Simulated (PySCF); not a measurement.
**Atomic charges against the basis set**

4,4,4-trifluorobutan-2-one, C₄H₅F₃O.
Structure used (PBE0-D3(BJ)/def2-SVP), in Å, numbered top down from 1:
```xyz
13
C4H5F3O angstrom
C      1.4624    0.4019    0.7406
C      0.8244   -0.7757    0.0576
O      1.2856   -1.8869    0.1193
C     -0.4294   -0.5401   -0.7817
C     -1.4795    0.3610   -0.1862
F     -1.8044   -0.0180    1.0546
F     -2.5945    0.3439   -0.9185
F     -1.0702    1.6350   -0.1174
H      0.8090    0.7617    1.5509
H      1.5950    1.2440    0.0452
H      2.4268    0.0921    1.1608
H     -0.8807   -1.5203   -0.9831
H     -0.1287   -0.1007   -1.7467
```

PBE0 throughout (PySCF), one geometry, spherical d and f functions. The structure is a single PBE0-D3(BJ)/def2-SVP conformer in the gas phase; no vibrational or solvent corrections. Atoms taken as equivalent share a column and are averaged. The first 7 of 8 kinds of atom are listed.

Mulliken charges (e):

```json
{"basis": "STO-3G", "functions": "45", "C1": "-0.264", "C2": "+0.175", "O3": "-0.186", "C4": "-0.210", "C5": "+0.338", "F6/F7/F8": "-0.116", "H9/H10/H11": "+0.097"}
{"basis": "pcSseg-0", "functions": "82", "C1": "-0.670", "C2": "+0.333", "O3": "-0.436", "C4": "-0.622", "C5": "+0.966", "F6/F7/F8": "-0.326", "H9/H10/H11": "+0.266"}
{"basis": "6-31G", "functions": "82", "C1": "-0.572", "C2": "+0.377", "O3": "-0.382", "C4": "-0.492", "C5": "+0.786", "F6/F7/F8": "-0.276", "H9/H10/H11": "+0.210"}
{"basis": "6-31G*", "functions": "122", "C1": "-0.632", "C2": "+0.454", "O3": "-0.399", "C4": "-0.575", "C5": "+0.947", "F6/F7/F8": "-0.300", "H9/H10/H11": "+0.213"}
{"basis": "cc-pVDZ", "functions": "137", "C1": "-0.067", "C2": "+0.008", "O3": "-0.197", "C4": "-0.097", "C5": "+0.460", "F6/F7/F8": "-0.167", "H9/H10/H11": "+0.074"}
{"basis": "def2-SVP", "functions": "137", "C1": "-0.049", "C2": "-0.022", "O3": "-0.202", "C4": "-0.086", "C5": "+0.496", "F6/F7/F8": "-0.182", "H9/H10/H11": "+0.075"}
{"basis": "pcSseg-1", "functions": "161", "C1": "-0.274", "C2": "+0.148", "O3": "-0.336", "C4": "-0.306", "C5": "+0.763", "F6/F7/F8": "-0.265", "H9/H10/H11": "+0.150"}
{"basis": "aug-cc-pVDZ", "functions": "229", "C1": "+0.378", "C2": "+0.164", "O3": "-0.585", "C4": "+0.190", "C5": "+1.678", "F6/F7/F8": "-0.493", "H9/H10/H11": "-0.068"}
{"basis": "6-311+G(2d,p)", "functions": "246", "C1": "-0.581", "C2": "+0.529", "O3": "-0.418", "C4": "-0.362", "C5": "+0.763", "F6/F7/F8": "-0.291", "H9/H10/H11": "+0.181"}
{"basis": "def2-TZVP", "functions": "278", "C1": "-0.362", "C2": "+0.150", "O3": "-0.267", "C4": "-0.224", "C5": "+0.439", "F6/F7/F8": "-0.158", "H9/H10/H11": "+0.147"}
{"basis": "cc-pVTZ", "functions": "310", "C1": "-0.291", "C2": "+0.182", "O3": "-0.242", "C4": "-0.260", "C5": "+0.481", "F6/F7/F8": "-0.157", "H9/H10/H11": "+0.116"}
{"basis": "IGLO-III", "functions": "330", "C1": "-0.423", "C2": "+0.390", "O3": "-0.394", "C4": "-0.276", "C5": "+0.479", "F6/F7/F8": "-0.187", "H9/H10/H11": "+0.149"}
```

IAO charges (e):

```json
{"basis": "STO-3G", "functions": "45", "C1": "-0.441", "C2": "+0.198", "O3": "-0.173", "C4": "-0.363", "C5": "+0.449", "F6/F7/F8": "-0.144", "H9/H10/H11": "+0.149"}
{"basis": "pcSseg-0", "functions": "82", "C1": "-0.487", "C2": "+0.347", "O3": "-0.346", "C4": "-0.389", "C5": "+0.744", "F6/F7/F8": "-0.261", "H9/H10/H11": "+0.174"}
{"basis": "6-31G", "functions": "82", "C1": "-0.492", "C2": "+0.361", "O3": "-0.364", "C4": "-0.376", "C5": "+0.740", "F6/F7/F8": "-0.263", "H9/H10/H11": "+0.177"}
{"basis": "6-31G*", "functions": "122", "C1": "-0.477", "C2": "+0.396", "O3": "-0.387", "C4": "-0.370", "C5": "+0.814", "F6/F7/F8": "-0.280", "H9/H10/H11": "+0.167"}
{"basis": "cc-pVDZ", "functions": "137", "C1": "-0.478", "C2": "+0.396", "O3": "-0.383", "C4": "-0.373", "C5": "+0.808", "F6/F7/F8": "-0.279", "H9/H10/H11": "+0.167"}
{"basis": "def2-SVP", "functions": "137", "C1": "-0.467", "C2": "+0.392", "O3": "-0.382", "C4": "-0.367", "C5": "+0.809", "F6/F7/F8": "-0.280", "H9/H10/H11": "+0.164"}
{"basis": "pcSseg-1", "functions": "161", "C1": "-0.475", "C2": "+0.399", "O3": "-0.394", "C4": "-0.368", "C5": "+0.811", "F6/F7/F8": "-0.282", "H9/H10/H11": "+0.168"}
{"basis": "aug-cc-pVDZ", "functions": "229", "C1": "-0.486", "C2": "+0.407", "O3": "-0.405", "C4": "-0.373", "C5": "+0.819", "F6/F7/F8": "-0.286", "H9/H10/H11": "+0.172"}
{"basis": "6-311+G(2d,p)", "functions": "246", "C1": "-0.488", "C2": "+0.408", "O3": "-0.406", "C4": "-0.374", "C5": "+0.818", "F6/F7/F8": "-0.286", "H9/H10/H11": "+0.173"}
{"basis": "def2-TZVP", "functions": "278", "C1": "-0.488", "C2": "+0.409", "O3": "-0.405", "C4": "-0.377", "C5": "+0.828", "F6/F7/F8": "-0.288", "H9/H10/H11": "+0.172"}
{"basis": "cc-pVTZ", "functions": "310", "C1": "-0.490", "C2": "+0.408", "O3": "-0.402", "C4": "-0.378", "C5": "+0.827", "F6/F7/F8": "-0.287", "H9/H10/H11": "+0.173"}
{"basis": "IGLO-III", "functions": "330", "C1": "-0.489", "C2": "+0.409", "O3": "-0.406", "C4": "-0.376", "C5": "+0.823", "F6/F7/F8": "-0.287", "H9/H10/H11": "+0.173"}
```

Some averages cover members that differ in this geometry, most widely: H9/H10/H11, Mulliken in aug-cc-pVDZ -0.192 to +0.042 e.

**Question.** Which scheme is steadiest as the basis changes?

**Answer.** Largest range over the bases for any column: IAO 0.38 e, Mulliken 1.34 e. IAO charges move least and Mulliken charges most, counted in e. Without the minimal STO-3G basis the ranges are IAO 0.09, Mulliken 1.24 e.

**Question.** How much do the charges still move between the two largest bases, cc-pVTZ and IGLO-III?

**Answer.** At most, over all atoms: Mulliken 0.209 e, IAO 0.005 e.

**Question.** What do the same runs give for the total energy, the frontier levels and the dipole moment?

**Answer.** 
| basis | energy (Eh) | HOMO (eV) | LUMO (eV) | μ (D) |
| --- | --- | --- | --- | --- |
| STO-3G | -522.4212 | -4.45 | 2.49 | 1.07 |
| pcSseg-0 | -528.4172 | -7.87 | -1.05 | 1.81 |
| 6-31G | -529.5035 | -7.70 | -0.87 | 1.82 |
| 6-31G* | -529.6466 | -7.47 | -0.56 | 1.69 |
| cc-pVDZ | -529.6877 | -7.53 | -0.65 | 1.63 |
| def2-SVP | -529.2603 | -7.66 | -0.76 | 1.69 |
| pcSseg-1 | -529.6126 | -7.82 | -0.93 | 1.78 |
| aug-cc-pVDZ | -529.7282 | -7.82 | -1.03 | 1.82 |
| 6-311+G(2d,p) | -529.8264 | -7.86 | -1.05 | 1.83 |
| def2-TZVP | -529.8792 | -7.81 | -0.95 | 1.78 |
| cc-pVTZ | -529.8538 | -7.75 | -0.87 | 1.74 |
| IGLO-III | -529.8870 | -7.84 | -1.01 | 1.81 |

The dipole is fixed by the density alone, so its range of 0.76 D shows that the density itself changes with the basis, not only its division among atoms.
